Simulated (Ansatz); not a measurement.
`CC[O][SbH][SiH3]`, charge 0, multiplicity 1.

(1) Give a relaxed structure at PBE0-D4/def2-TZVP (Ansatz 0.2.0). (An estimate is asked.)

Results:

(1) Ansatz gave: 
```xyz
14

C    -1.591   -0.216    0.975
C    -0.562   -1.312    1.153
O     0.710   -0.953    0.662
Sb    0.959   -0.937   -1.305
Si    1.163    1.637   -1.474
H    -1.783   -0.019   -0.085
H    -1.245    0.711    1.436
H    -2.542   -0.499    1.435
H    -0.922   -2.242    0.687
H    -0.426   -1.525    2.219
H     2.658   -1.066   -1.153
H    -0.195    2.243   -1.444
H     1.813    2.003   -2.763
H     1.962    2.175   -0.344
```
This is one stationary point; other conformers may exist.
